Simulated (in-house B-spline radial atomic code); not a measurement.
A fraction x of an electron is removed from 2p in Ti⁴⁺, starting from [Ne] 3s2 3p6 and keeping the highest spin. Method: scalar-relativistic (X2C) BHandHLYP, spin-polarised, spherical fractional occupations, Fermi nucleus of rms radius 3.5921 fm. Calculated with a radial B-spline atomic code at the basis-set limit.

Caution: exact exchange at fractional occupations of open shells leaves self-interaction of up to several eV.

| x | E(x) - E(0) (eV) | 2p down level (eV) |
| --- | --- | --- |
| 0 | 0.0000 | -520.941 |
| 0.1 | 52.3186 | -525.433 |
| 0.22 | ? | ? |
| 0.28 | 147.6281 | -533.573 |
| 0.4 | 211.9844 | -539.037 |
| 0.5 | ? | ? |
| 0.52 | 276.9982 | -544.531 |
| 0.74 | 397.9096 | -554.679 |
| 0.8 | 431.2738 | -557.463 |
| 0.93 | 504.1373 | -563.520 |
| 1 | 543.6983 | -566.794 |

**Question.** What belongs in the row x = 0.22?

**Answer.** An energy change of 115.6954 eV; 2p down at -530.852 eV.

**Question.** What belongs in the row x = 0.5?

**Answer.** An energy change of 266.1167 eV; 2p down at -543.614 eV.

**Question.** Check Janak's theorem between x = 0.28 and 0.4.

**Answer.** The slope of the energy is 536.30 eV; the orbital levels give 536.31 eV (-ε of the emptying orbital, averaged over the two points).
